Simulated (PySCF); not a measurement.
**Simulated absorption spectrum**

Species: C₄H₃FN₂S.
Z-matrix (Å and degrees, GFN2-xTB geometry), rows numbered from 1:
```
F 
C   1  1.3398
N   2  1.3028  1  116.33
N   3  1.2987  2  120.73  1  -179.97
C   4  1.3181  3  119.68  2     0.03
C   5  1.3924  4  123.16  3    -0.02
C   6  1.3885  5  117.66  4    -0.01
S   7  1.7511  2  123.82  1    -0.03
H   5  1.0797  4  115.51  3   179.96
H   6  1.0785  5  121.73  4   179.96
H   8  1.3326  7   95.76  2     0.08
```

The calculation used TDDFT B3LYP/def2-SVPD, vertical, gas phase, core orbitals frozen in the response in PySCF.

Broadening: Gaussians 0.3 eV wide at half height, area fixed by f = 4.319×10⁻⁹ ∫ε dν̃. The width is an assumption, not a result. The curve ends short of the highest state used, and states not computed would add to its high-energy end.

```json
{"E (eV)": "3.10", "ε (L mol⁻¹ cm⁻¹)": "1"}
{"E (eV)": "3.21", "ε (L mol⁻¹ cm⁻¹)": "10"}
{"E (eV)": "3.31", "ε (L mol⁻¹ cm⁻¹)": "59"}
{"E (eV)": "3.42", "ε (L mol⁻¹ cm⁻¹)": "208"}
{"E (eV)": "3.53", "ε (L mol⁻¹ cm⁻¹)": "345"}
{"E (eV)": "3.64", "ε (L mol⁻¹ cm⁻¹)": "271"}
{"E (eV)": "3.75", "ε (L mol⁻¹ cm⁻¹)": "101"}
{"E (eV)": "3.85", "ε (L mol⁻¹ cm⁻¹)": "22"}
{"E (eV)": "3.96", "ε (L mol⁻¹ cm⁻¹)": "2"}
{"E (eV)": "4.07", "ε (L mol⁻¹ cm⁻¹)": "1"}
{"E (eV)": "4.18", "ε (L mol⁻¹ cm⁻¹)": "2"}
{"E (eV)": "4.28", "ε (L mol⁻¹ cm⁻¹)": "6"}
{"E (eV)": "4.39", "ε (L mol⁻¹ cm⁻¹)": "85"}
{"E (eV)": "4.50", "ε (L mol⁻¹ cm⁻¹)": "846"}
{"E (eV)": "4.61", "ε (L mol⁻¹ cm⁻¹)": "4004"}
{"E (eV)": "4.71", "ε (L mol⁻¹ cm⁻¹)": "8618"}
{"E (eV)": "4.82", "ε (L mol⁻¹ cm⁻¹)": "9834"}
{"E (eV)": "4.93", "ε (L mol⁻¹ cm⁻¹)": "5411"}
{"E (eV)": "5.04", "ε (L mol⁻¹ cm⁻¹)": "2207"}
{"E (eV)": "5.14", "ε (L mol⁻¹ cm⁻¹)": "3516"}
{"E (eV)": "5.25", "ε (L mol⁻¹ cm⁻¹)": "7340"}
{"E (eV)": "5.36", "ε (L mol⁻¹ cm⁻¹)": "7723"}
{"E (eV)": "5.47", "ε (L mol⁻¹ cm⁻¹)": "4028"}
{"E (eV)": "5.57", "ε (L mol⁻¹ cm⁻¹)": "1726"}
```

(1) Where are the band maxima, and which computed states make them?

(2) Does any computed singlet lie in the visible range?

(3) Coming from long wavelengths, where does ε first pass 100 L mol⁻¹ cm⁻¹?

(4) On this curve, what absorbance would a 10⁻⁵ mol/L sample give at 266 nm over a 1 cm path?

Answers

(1) 349 nm (3.55 eV), ε about 350, made up of S1 (100%); 259 nm (4.78 eV), ε about 10000, made up of S3 (100%); 233 nm (5.31 eV), ε about 8300, made up of S4 (100%) (ε in L mol⁻¹ cm⁻¹; maxima over ε = 5, shares over 10%). The states used: S1 3.55 eV (f 0.0039); S2 4.21 eV (f 0.0000); S3 4.78 eV (f 0.114); S4 5.31 eV (f 0.092); S5 5.63 eV (f 0.0007); S6 5.73 eV (f 0.015); S7 6.03 eV (f 0.023); S8 6.17 eV (f 0.108).

(2) No computed singlet lies in the visible range (380 to 750 nm); the lowest, at 349 nm, stands 0.29 eV above its violet end (3.26 eV); a Tamm–Dancoff triplet lies at 433 nm, without intensity as long as spin–orbit coupling is left out.

(3) At about 370 nm (3.35 eV), 0.20 eV below S1.

(4) 266 nm is 4.661 eV, where ε is about 6400 L mol⁻¹ cm⁻¹, so A = ε c l ≈ 0.064 (Beer–Lambert, with the gas-phase spectrum and the assumed width).

One conformer stands for the species.
